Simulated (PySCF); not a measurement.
## Co+ (cobalt, charge +1) across methods

[Ar] 3d7 4s1, high-spin 5F determinant (an excited configuration). All numbers are calculated (PySCF 2.14, the spin-free X2C one-electron Hamiltonian (Gaussian nucleus), in aug-cc-pVTZ-DK (8s7p5d3f2g, 93 functions)).

```tsv
method	E (hartree)	mean ε 3d α (eV)	mean ε 3d β (eV)	mean ε 4s α (eV)	Σ⟨r²⟩ (bohr²)	⟨S²⟩
LC-wPBE	-1392.757	-23.248	-20.685	-16.607	24.31	6.001
PBE	-1392.705	-18.158	-15.614	-13.458	24.42	6.000
HSE06	-1392.738	-20.247	-17.494	-13.844	24.28	6.001
PBE0	-1392.721	-20.687	-17.899	-14.165	24.28	6.001
B3LYP	-1392.987	-20.206	-17.658	-14.096	24.31	6.001
UHF	-1391.63243	-27.715	-24.011	-15.814	24.40	6.003
r2SCAN	-1392.920	-18.541	-15.874	-13.764	24.21	6.001
r2SCANh	-1392.907	-19.519	-16.776	-14.033	24.19	6.001
```

Question: Estimate the same row for LDA.

Answer: E (hartree) = -1390.268; mean ε 3d α (eV) = -18.455; mean ε 3d β (eV) = -15.658; mean ε 4s α (eV) = -13.709; Σ⟨r²⟩ (bohr²) = 24.33; ⟨S²⟩ = 6.001.
